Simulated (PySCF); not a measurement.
# What a mistake does to a calculation on BGeH9Si2

All numbers below are calculated, not measured. They come from PySCF 2.14.0, an open-source quantum chemistry program, on an isolated molecule that a program drew, which may never have been made. The molecule is BGeH9Si2 (charge 0, singlet), drawn as the SMILES string `B[SiH2][SiH2][GeH3]`.

Each row is a Hartree-Fock (HF) and frozen-core CCSD(T) single point in the cc-pV(D+d)Z basis, meant for a local HF minimum. Run 1 is clean. Each other run has one planted mistake out of seven kinds, and not every kind appears here: one electron removed, one electron added, multiplicity raised by two, geometry at a saddle point, minimal basis STO-3G, one bond length entered in bohr, all coordinates scaled. The reference is restricted for singlets and unrestricted otherwise, and also for a bond in bohr. Adding or removing an electron swaps singlet and doublet. Electrons count all cores. HOMO and LUMO are orbital energies over both spins, the gradient is its largest component, and the lowest frequency (negative if imaginary) is given only where the gradient is small. Bond lengths are over the 12 bonds as drawn. T1 is the CCSD diagnostic: over 0.02 (restricted) or 0.045 (unrestricted) a single reference is doubtful. Germanium has the cc-pVDZ-PP basis, with a core potential (ECP10MDF) in place of its 10 inner electrons, and its 3s, 3p and 3d shells are frozen in CCSD(T).

Geometry of the clean run:
```xyz
13
BGeH9Si2, angstrom
B    -2.1877    0.1454    0.4391
Si   -0.5244   -0.9796    0.1094
Si    1.3974    0.4048    0.3346
Ge    1.4779    2.1342   -1.3414
H    -2.6975    0.7703   -0.4492
H    -2.6620    0.2475    1.5363
H    -0.5064   -1.5515   -1.2625
H    -0.4041   -2.1003    1.0778
H     1.3993    1.0475    1.6740
H     2.6215   -0.4280    0.2222
H     2.7269    3.0066   -1.1678
H     1.5029    1.5234   -2.7477
H     0.2410    3.0369   -1.2346
```

```
run,electrons,basis functions,<S^2>,HOMO (eV),LUMO (eV),gradient (hartree/bohr),lowest frequency (cm^-1),mean bond (Å),longest bond (Å),T1,HF (hartree),CCSD(T) (hartree),mistake
1,74,128,0.000,-10.13,1.10,2.0e-05,37,1.6473,2.410,0.0136,-901.13485,-901.61756,no fault
2,74,128,0.863,-8.60,0.80,6.6e-03,-,1.7610,2.898,0.0361,-901.03604,-901.50484,one bond length entered in bohr
3,74,128,2.022,-7.50,-1.67,4.8e-02,-,1.6473,2.410,0.0189,-901.01593,-901.49086,multiplicity raised by two
4,73,128,0.789,-15.46,-7.90,5.0e-02,-,1.6473,2.410,0.0219,-900.80345,-901.26583,?
5,74,128,0.000,-9.88,0.99,2.6e-02,-,1.7379,2.542,0.0137,-901.10696,-901.59427,?
```

**Which mistake was planted in run 4, and what did it cost?**

It counts 73 electrons, one fewer than the clean run, at the same geometry and basis. So the mistake is: one electron removed. Subtracting run 1 and multiplying by 627.51 kcal/mol a hartree, the energy moved by 208.0 kcal/mol in HF and 220.7 kcal/mol in CCSD(T).

**Which mistake was planted in run 5, and what did it cost?**

The mean and the longest bond both change by the same factor, 1.055, and the gradient is no longer small. So the mistake is: all coordinates scaled. Subtracting run 1 and multiplying by 627.51 kcal/mol a hartree, the energy moved by 17.5 kcal/mol in HF and 14.6 kcal/mol in CCSD(T).

